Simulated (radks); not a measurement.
Values are calculated unless marked as measured or tabulated.
Task: Isoelectronic series with 10 electrons, all held in the configuration [Ne], which need not be the ground one along the series. Level of theory: Dirac Kohn-Sham, PBE, spin-unpolarised, spherical densities, finite nucleus; Fermi nuclear charge, rms radius of each element as measured or else 0.836 A^(1/3) + 0.57 fm (a radial shooting solver on a logarithmic mesh with Libxc functionals). Total energies (hartree) and orbital eigenvalues (Ry):

| ion | E (hartree) | 2p3/2 | 2p1/2 | 2s1/2 | 1s1/2 |
|---|---|---|---|---|---|
| Ne | -129.01345 | -0.97740 | -0.98500 | -2.67561 | -61.06060 |
| Mg2+ | -199.43518 | -4.89523 | -4.91662 | -7.34715 | -94.08857 |
| Al3+ | -240.72130 | -7.64235 | -7.67522 | -10.48346 | -113.6778 |
| Si4+ | -286.05710 | -10.90141 | -10.94982 | -14.13863 | -135.3055 |
| S6+ | -388.89446 | -18.94136 | -19.03661 | -22.99282 | -184.6733 |
| Cl7+ | -446.40820 | -23.71861 | -23.84713 | -28.18966 | -212.4170 |
| Ar8+ | -507.99530 | -28.99935 | -29.16918 | -33.89961 | -242.2046 |
| K9+ | -573.66437 | -34.78301 | -35.00341 | -40.12331 | -274.0404 |
| Ca10+ | -643.42478 | -41.06924 | -41.35075 | -46.86171 | -307.9290 |
| Sc11+ | -717.28669 | -47.85784 | -48.21239 | -54.11601 | -343.8759 |
| Ti12+ | -795.26103 | -55.14870 | -55.58973 | -61.88768 | -381.8868 |
| V13+ | -877.35945 | -62.94181 | -63.48433 | -70.17834 | -421.9681 |
| Cr14+ | -963.59418 | -71.23725 | -71.89793 | -78.98981 | -464.1263 |
| Mn15+ | -1053.97828 | -80.03512 | -80.83243 | -88.32404 | -508.3688 |
| Fe16+ | -1148.52556 | -89.33560 | -90.28985 | -98.18318 | -554.7031 |

Estimate the row of P5+.

Result: E (hartree) -335.44633; 2p3/2 -14.66850; 2p1/2 -14.73739; 2s1/2 -18.30897; 1s1/2 -158.9703.
